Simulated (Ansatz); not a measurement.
Relaxation of C$_{2}$H$_{3}$AlF$_{2}$O (9 atoms, charge 0, multiplicity 1), to a largest force component of 0.02 eV/Å in at most 50 steps.

Level of theory: RKS r2SCANh/def2-SVP in Ansatz 0.2.0.

```xyz
9
Properties=species:S:1:pos:R:3:forces:R:3
F 0.718 -1.863 -0.469 1.45 2.77 -0.68
C 1.056 -0.510 -0.693 -0.41 0.47 -0.86
F 2.312 -0.241 -1.143 -0.72 -1.73 0.96
O 0.176 0.220 -1.432 -0.72 -1.99 -2.68
C 0.289 0.590 -0.101 0.43 1.28 2.92
Al -1.344 0.174 0.989 -0.08 0.25 0.34
H 0.829 1.582 -0.034 -0.17 -0.88 0.36
H -1.841 -1.328 1.042 -0.02 0.07 -0.08
H -2.107 1.330 1.824 0.23 -0.24 -0.28
```

Task: Where does it end, and by what steps?

Result: The forces met the threshold. The force dipped under the threshold on the way, but the program's further checks kept it going. After 18 steps the energy has fallen by 0.677 eV; H9 moved furthest, 0.95 Å.

```json
{"step": "0", "energy less start (eV)": "0.0000", "largest force component (eV/Å)": "2.922", "accepted": "yes"}
{"step": "1", "energy less start (eV)": "-0.4732", "largest force component (eV/Å)": "1.970", "accepted": "yes"}
{"step": "2", "energy less start (eV)": "-0.6250", "largest force component (eV/Å)": "0.675", "accepted": "yes"}
{"step": "3", "energy less start (eV)": "-0.6455", "largest force component (eV/Å)": "0.230", "accepted": "yes"}
{"step": "4", "energy less start (eV)": "-0.6512", "largest force component (eV/Å)": "0.064", "accepted": "yes"}
{"step": "5", "energy less start (eV)": "-0.6537", "largest force component (eV/Å)": "0.075", "accepted": "yes"}
{"step": "6", "energy less start (eV)": "-0.6557", "largest force component (eV/Å)": "0.113", "accepted": "yes"}
{"step": "7", "energy less start (eV)": "-0.6574", "largest force component (eV/Å)": "0.115", "accepted": "yes"}
{"step": "8", "energy less start (eV)": "-0.6597", "largest force component (eV/Å)": "0.091", "accepted": "yes"}
{"step": "9", "energy less start (eV)": "-0.6626", "largest force component (eV/Å)": "0.258", "accepted": "yes"}
{"step": "10", "energy less start (eV)": "-0.6670", "largest force component (eV/Å)": "0.160", "accepted": "yes"}
{"step": "11", "energy less start (eV)": "-0.6712", "largest force component (eV/Å)": "0.132", "accepted": "yes"}
{"step": "12", "energy less start (eV)": "-0.6743", "largest force component (eV/Å)": "0.093", "accepted": "yes"}
{"step": "13", "energy less start (eV)": "-0.6753", "largest force component (eV/Å)": "0.078", "accepted": "yes"}
{"step": "14", "energy less start (eV)": "-0.6753", "largest force component (eV/Å)": "0.105", "accepted": "yes"}
{"step": "15", "energy less start (eV)": "-0.6766", "largest force component (eV/Å)": "0.039", "accepted": "yes"}
{"step": "16", "energy less start (eV)": "-0.6768", "largest force component (eV/Å)": "0.030", "accepted": "yes"}
{"step": "17", "energy less start (eV)": "-0.6770", "largest force component (eV/Å)": "0.017", "accepted": "yes"}
{"step": "18", "energy less start (eV)": "-0.6771", "largest force component (eV/Å)": "0.015", "accepted": "yes"}
```

```xyz
9
Properties=species:S:1:pos:R:3
F 1.042 -1.638 -0.035
C 1.082 -0.429 -0.626
F 2.348 -0.177 -0.951
O 0.153 -0.185 -1.547
C 0.137 0.610 -0.247
Al -1.359 0.158 0.963
H 0.521 1.625 -0.417
H -2.401 -0.929 0.496
H -1.434 0.919 2.348
```

The run took 67 s on 2 threads of Intel(R) Xeon(R) Platinum 8488C (Sapphire Rapids), on a shared host, peak memory 0.27 GiB.
